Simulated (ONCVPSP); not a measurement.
**Tc (Z = 43), ONCV: configuration errors across variants**

- Element: technetium (Tc)
- Generator: ONCVPSP 4.0.1
- Type: optimised norm-conserving Vanderbilt (ONCV)
- Functional: PBE
- Relativity: scalar-relativistic
- Frozen core: [Kr]
- Valence charge: 7
- Reference configuration: 4d5 5s2
- Partial waves: 5s: rc 2.70 bohr, ncon 4, nbas 7, qcut 2 1/bohr, 2 projectors, debl 3.9 Ha; p scattering state at 0.06 Ha: rc 2.30 bohr, ncon 4, nbas 8, qcut 3.3 1/bohr, 3 projectors, debl 1.6 Ha; 4d: rc 2.25 bohr, ncon 4, nbas 9, qcut 5.8 1/bohr, 2 projectors, debl 2.4 Ha
- Local potential: polynomial inside 1.85 bohr (lpopt 2, dvloc0 2 Ha)
- Core correction: Teter function fitted to the true core (icmod 2), fcfact 0.55

All-electron excitation energies from the reference (eV): (1) 4d5 5s1 8.154; (2) 4d5 5s0 23.005; (3) 4d4 5s0 51.711; (4) 4d4 5s2 11.642.

A true bound ghost makes a file unfit for plane-wave use even where its test errors are small: the radial tests pick states by their node count and pass the ghost by.

Errors AE − PS in meV (a dash: test not solved or not reliable):

```tsv
change	(1)	(2)	(3)	(4)	bound ghosts	GHOST(+) flags above zero
base	-2.0	-11	-83	-51	p	s
p: debl 0.25	-2.0	-11	-83	-51	p	s, p
p: debl 0.8	-2.0	-11	-83	-51	p	s, p
p: debl 1.3	-2.0	-11	-83	-51	p	s
p: debl 2.2	-2.0	-11	-83	-51	p	s
p: debl 4.75	-2.0	-11	-83	-51	none	s, p
```

Problem. Give the same row for: p: debl 0.45.

Solution. -2.0, -11, -83, -51; bound ghosts: p; GHOST(+) flags above zero: s.
